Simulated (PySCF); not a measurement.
Dissociation curve of LiNa, singlet.

Method: CCSD(T) on UHF/cc-pVDZ, 1 core orbital frozen (PySCF 2.14.0).

Problem. Relative to R = 2.93 Å, what are the energies at R = 2.51, 3.25, 3.43, 4.44 Å?

Solution. 13.3 kJ/mol at 2.51 Å, 4.0 kJ/mol at 3.25 Å, 9.4 kJ/mol at 3.43 Å, 48.2 kJ/mol at 4.44 Å.

The unrestricted determinant behind UCCSD(T) is spin-contaminated at 2.34 to 8.79 Å (<S²> up to 1.0, against 0.00 for a pure singlet).
